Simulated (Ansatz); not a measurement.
Consider the isomerisation: `CB(F)CO` → `BC(F)OC`.

Calculated with Ansatz (gas phase, PBE0-D4/def2-TZVP geometries, no zero-point term in ΔE). CCSD(T)/CBS is the MP2 limit (def2-TZVPP, def2-QZVPP) plus CCSD(T) − MP2 in def2-TZVPP, frozen cores. DFT in def2-TZVPP. One conformer a species, not always the lowest.

CCSD(T)/CBS gives +72.6 kcal/mol.

**Question.** Another level gave +72.7 kcal/mol. Which?
A. BLYP/def2-TZVPP
B. CAM-B3LYP/def2-TZVPP
C. LDA (SPW92)/def2-TZVPP
D. PBE0/def2-TZVPP

**Answer.** D. PBE0 72.7, CAM-B3LYP 70.8, LDA (SPW92) 73.7, BLYP 69.4 kcal/mol.

Largest T1 diagnostic among the species: 0.012.

Leaving LDA and LC-ωPBE aside and taking each functional with its dispersion term where it has one, the values, not all of them listed here, spread over 5.4 kcal/mol, from BLYP-D4 to B97M-V. LDA lies +2.2 kcal/mol from PBE without D4. At CCSD(T), def2-SVP lies −2.9 kcal/mol from the extrapolated value and def2-TZVPP −1.0 kcal/mol.

CCSD(T)/CBS has its own doubt, a few kJ/mol and more with outer-core shells, so smaller differences from it don't rank the levels.
